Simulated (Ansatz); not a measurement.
Cost and result for the atomization energy of BrF2H2NSi (`N[Si](F)(F)Br`) (7 atoms, 6 bonds).

Total charge 0; spin multiplicity 1. Correlated methods include outer-core shells of Br, which these sets cover unevenly. Scalar relativity is left out up to krypton. Geometry: relaxed with PBE0-D4/def2-TZVP. It is one conformer, not always the lowest. Program: Ansatz. All runs use 4 threads of an Arm Neoverse V1 on a shared host. Times are those of one run each, without the atoms' runs, and a repeat can differ threefold. Electronic energies, without spin–orbit coupling; frozen cores. CCSD(T)/CBS adds CCSD(T) − MP2 in def2-TZVPP to the MP2 limit, and its time is that of the two runs behind it. T1 = 0.009. With those shells the extrapolation isn't a true limit. HSE06 is the plane-wave form, built on full-range PBE exchange.

CCSD(T)/CBS is a level of theory with its own doubt, some kJ/mol a heavy atom from the limit and from the frozen cores, so smaller differences don't rank the functionals.

```json
{"level": "revPBE-D4/def2-TZVPP", "functions": "211", "wall time": "1.9 s", "atomization (kJ/mol)": "2661.8", "difference from CCSD(T)/CBS": "-69.2", "per bond": "-11.5"}
{"level": "BLYP-D4/def2-TZVPP", "functions": "211", "wall time": "2 s", "atomization (kJ/mol)": "2696.8", "difference from CCSD(T)/CBS": "-34.2", "per bond": "-5.7"}
{"level": "PBE-D4/def2-TZVPP (with forces)", "functions": "211", "wall time": "2.3 s", "atomization (kJ/mol)": "2747.2", "difference from CCSD(T)/CBS": "16.2", "per bond": "2.7"}
{"level": "PBE0-D4/def2-TZVPP", "functions": "211", "wall time": "3 s", "atomization (kJ/mol)": "2681.0", "difference from CCSD(T)/CBS": "-50.0", "per bond": "-8.3"}
{"level": "HSE06-D4/def2-TZVPP", "functions": "211", "wall time": "3.2 s", "atomization (kJ/mol)": "2682.8", "difference from CCSD(T)/CBS": "-48.2", "per bond": "-8.0"}
{"level": "r2SCANh-D4/def2-TZVPP", "functions": "211", "wall time": "4.8 s", "atomization (kJ/mol)": "2683.3", "difference from CCSD(T)/CBS": "-47.7", "per bond": "-7.9"}
{"level": "B2PLYP/def2-TZVPP", "functions": "211", "wall time": "4.9 s", "atomization (kJ/mol)": "2674.4", "difference from CCSD(T)/CBS": "-56.6", "per bond": "-9.4"}
{"level": "CCSD(T)/def2-SVP", "functions": "102", "wall time": "6 s", "atomization (kJ/mol)": "2445.5", "difference from CCSD(T)/CBS": "-285.5", "per bond": "-47.6"}
{"level": "ωB97X-V/def2-TZVPP", "functions": "211", "wall time": "7.5 s", "atomization (kJ/mol)": "2716.3", "difference from CCSD(T)/CBS": "-14.7", "per bond": "-2.4"}
{"level": "ωB97M-V/def2-TZVPP (with forces)", "functions": "211", "wall time": "10 s", "atomization (kJ/mol)": "2714.7", "difference from CCSD(T)/CBS": "-16.3", "per bond": "-2.7"}
{"level": "MP2/def2-QZVPP", "functions": "390", "wall time": "17 s", "atomization (kJ/mol)": "2792.4", "difference from CCSD(T)/CBS": "61.4", "per bond": "10.2"}
{"level": "CCSD(T)/def2-TZVPP", "functions": "211", "wall time": "2.5 min", "atomization (kJ/mol)": "2626.4", "difference from CCSD(T)/CBS": "-104.6", "per bond": "-17.4"}
{"level": "CCSD(T)/CBS(def2)", "functions": "–", "wall time": "2.8 min", "atomization (kJ/mol)": "2731.0", "difference from CCSD(T)/CBS": "0.0", "per bond": "0.0"}
```

At CCSD(T), def2-SVP lies −285.5 kJ/mol from the extrapolated value and def2-TZVPP −104.6 kJ/mol: correlation converges slowly with the basis, and small sets miss more of it in the bonded molecule than in its fragments. Leaving LDA and LC-ωPBE aside and taking each functional with its dispersion term where it has one, the values, not all of them listed here, spread over 151.6 kJ/mol, from BHLYP-D4 to PBE-D4. LDA lies +390.0 kJ/mol from PBE without D4, its usual overbinding. From PBE to PBE0 (25 % exact exchange), in def2-TZVPP and without D4, the atomization energy moves by −63.3 kJ/mol: exact exchange takes away binding that semilocal exchange gives to molecules.
